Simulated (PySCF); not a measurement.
C2H4F2Si2, SMILES F[SiH](F)C#C[SiH3].

The structure is a stationary point at PBE0-D3(BJ)/def2-SVP. This is a generated structure with no PubChem entry under its InChIKey; it may be hypothetical.

Computed with PySCF with PBE0-D3(BJ)/def2-SVP.

Frequencies are harmonic and unscaled.

A small imaginary wavenumber (i) marks a very flat motion, where grid noise or a shallow saddle decides the sign.

Computed vibrational spectrum:
| mode | ν (cm⁻¹) | IR (km/mol) | moving atoms (share of kinetic energy) |
|---|---|---|---|
| 1 | 15i | 0.1 | H 93 % |
| 2 | 70 | 0.2 | F 49 %, C 29 %, Si 15 % |
| 3 | 85 | 1.3 | C 52 %, F 21 %, Si 16 %, H 11 % |
| 4 | 218 | 4.0 | C 50 %, F 30 %, H 11 %, Si 9 % |
| 5 | 236 | 15.1 | F 44 %, C 32 %, Si 15 %, H 9 % |
| 6 | 304 | 12.9 | F 42 %, C 35 %, Si 16 % |
| 7 | 385 | 15.1 | Si 43 %, F 29 %, C 20 %, H 8 % |
| 8 | 391 | 6.7 | C 79 %, F 10 %, H 8 % |
| 9 | 486 | 68.2 | Si 60 %, C 27 % |
| 10 | 676 | 42.2 | H 74 %, C 16 %, Si 10 % |
| 11 | 677 | 43.3 | H 74 %, C 16 %, Si 10 % |
| 12 | 815 | 138.0 | C 63 %, Si 21 %, F 12 % |
| 13 | 831 | 133.6 | H 78 %, F 17 % |
| 14 | 837 | 21.7 | H 86 %, F 13 % |
| 15 | 898 | 746.7 | H 38 %, Si 32 %, F 26 % |
| 16 | 933 | 14.8 | H 63 %, Si 20 %, F 12 % |
| 17 | 936 | 39.6 | H 97 % |
| 18 | 936 | 51.1 | H 97 % |
| 19 | 985 | 215.6 | Si 50 %, F 43 % |
| 20 | 2253 | 25.6 | H 83 %, C 16 % |
| 21 | 2259 | 59.4 | C 82 %, H 17 % |
| 22 | 2260 | 78.8 | H 96 % |
| 23 | 2261 | 77.4 | H 95 % |
| 24 | 2344 | 101.2 | H 97 % |
